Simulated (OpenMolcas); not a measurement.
Computed levels of 3s² 3p in ions with 13 electrons, in cm-1 above ²P°_1/2.

```
Program             : OpenMolcas
Method              : SS-RASPT2, IPEA 0.25 Eh, imaginary shift 0.1 Eh
Basis               : ANO-RCC-VTZP
Scalar Hamiltonian  : DKH2, point nucleus
Spin-orbit coupling : state interaction with AMFI integrals over the reference wave functions, term energies averaged over their components
```

Active space for each ion: 3 electrons in 9 orbitals (RAS2 3s 3p; RAS3 3d, at most 2 electrons); closed shells correlated by CASPT2: 2s 2p.

```
  Level   Al  Si+  P2+  Cl4+  Ar5+
²P°_3/2  106  250  486  1346  2010
```

Estimate ²P°_3/2 for S3+ from its neighbours P2+ and Cl4+.

²P°_3/2 is fine structure, which grows about as the fourth power of a screened charge, so the fourth roots are averaged: ((486^0.25 + 1346^0.25) / 2)^4 = 835. The calculation gives 839, so the estimate is off by -0.5 %; the measured value is 951 (NIST levels in Podobedova, Kelleher and Wiese, J. Phys. Chem. Ref. Data 38, 171 (2009)).

Term energies are means over components that CASPT2 splits; among the terms shown or strongly mixed into the levels shown the widest spread is 14 cm-1 (3s² 3p ²P°, Al). Active for correlation alone: 3d; no level in the range computed is led by a configuration that fills it, so any true level of that kind is missing (holds for Al; P2+; S3+; Cl4+; Ar5+). The run also gave levels led by 3s 3p 3d, which use shells meant for correlation; these and all levels above them are left out (holds for Si+). Computed and measured levels are paired by configuration, term and J; levels that our copy of the source lacks, or whose pairing is in doubt (as where it misses far off the trend of its configuration), stay unpaired and out of the deviations. Levels of configurations outside the active space are missing.

° marks odd parity.
